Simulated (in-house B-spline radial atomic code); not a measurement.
A fraction x of an electron is moved 2s → 2p in neutral nitrogen, starting from [He] 2s2 2p3 and keeping the highest spin. Computed with a B-spline radial code for spherical atoms: non-relativistic LDA PW92, spin-polarised, spherical fractional occupations, point nucleus.

```json
{"x": "0", "E(x) - E(0) (eV)": "0.0000", "2s down level (eV)": "-15.278", "2p down level (eV)": "-"}
{"x": "0.125", "E(x) - E(0) (eV)": "1.3620", "2s down level (eV)": "-15.337", "2p down level (eV)": "-4.446"}
{"x": "0.25", "E(x) - E(0) (eV)": "?", "2s down level (eV)": "?", "2p down level (eV)": "?"}
{"x": "0.375", "E(x) - E(0) (eV)": "?", "2s down level (eV)": "?", "2p down level (eV)": "?"}
{"x": "0.5", "E(x) - E(0) (eV)": "5.4407", "2s down level (eV)": "-15.506", "2p down level (eV)": "-4.644"}
{"x": "0.625", "E(x) - E(0) (eV)": "6.7979", "2s down level (eV)": "-15.559", "2p down level (eV)": "-4.707"}
{"x": "0.75", "E(x) - E(0) (eV)": "8.1539", "2s down level (eV)": "-15.612", "2p down level (eV)": "-4.769"}
{"x": "0.875", "E(x) - E(0) (eV)": "9.5087", "2s down level (eV)": "-15.663", "2p down level (eV)": "-4.829"}
{"x": "1", "E(x) - E(0) (eV)": "10.8623", "2s down level (eV)": "-", "2p down level (eV)": "-4.888"}
```

Question: What belongs in the row x = 0.25?

Answer: An energy change of 2.7228 eV; 2s down at -15.395 eV, 2p down at -4.513 eV.

Question: What belongs in the row x = 0.375?

Answer: An energy change of 4.0824 eV; 2s down at -15.451 eV, 2p down at -4.579 eV.

Question: Check Janak's theorem between x = 0.5 and 0.625.

Answer: The slope of the energy is 10.86 eV; the orbital levels give 10.86 eV (ε of the receiving orbital less ε of the emptying one, averaged over the two points).
